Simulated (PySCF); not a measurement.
W(O)(NH)(Cl)2 (Cl2HNOW), SMILES [NH]=[W](=[O])([Cl])[Cl], multiplicity 1. Heavy atoms are numbered as in [W:1](=[O:2])(=[NH:3])([Cl:5])[Cl:6]. Hydrogens are named by the atom that carries them.

Geometry: PBE-D3(BJ)/def2-SVP. The spin state was assumed, not searched. The structure was generated by enumeration; whether it is a known compound was not checked. The def2 effective core potentials stand for the cores of W; spin–orbit coupling is left out.

The numbers are results of r2SCAN/def2-TZVP in PySCF, not measurements.

ESP charges are fitted to the potential on shells at 1.4 to 2.0 van der Waals radii. Atomic charges (e), one atom of each kind:

```csv
atom,ESP fit,Löwdin
W1,0.76,0.26
O2,-0.32,-0.25
N3 (NH),-0.61,-0.32
H on N3,0.40,0.17
Cl5,-0.11,0.08
```
